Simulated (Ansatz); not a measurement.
Z-matrix (Å, degrees):
```
N
Ga 1 1.856
H 1 1.013 2 116.5
H 1 1.010 2 117.4 3 -132.3
O 2 1.803 1 117.5 3 -40.0
H 5 0.962 2 112.9 1 -13.1
```

Total charge 0; spin multiplicity 2.

(1) List the CAM-B3LYP/def2-TZVPP orbital energies in eV (Ansatz). (An estimate is asked.)

Answers

(1) The calculation gave: α occupied: -10139.50, -1251.07, -1108.36, -1108.31, -1108.25, -521.89, -391.16, -151.50, -104.94, -104.80, -104.67, -28.57, -25.63, -24.68, -24.64, -24.61, -24.42, -23.95, -15.14, -14.91, -13.49, -10.76, -10.34, -9.32, -7.39. α empty: 0.35, 1.45, 1.86, 3.65, 3.86, 4.00, 6.13, 6.79. β occupied: -10139.46, -1251.05, -1108.35, -1108.27, -1108.23, -521.82, -391.05, -151.43, -104.88, -104.70, -104.65, -28.42, -25.43, -24.58, -24.57, -24.53, -24.34, -23.81, -14.89, -14.66, -13.14, -10.53, -10.24, -9.00. β empty: -2.01, 0.81, 1.60, 2.05, 3.71, 4.00, 4.12, 6.48. ⟨S²⟩ = 0.753.
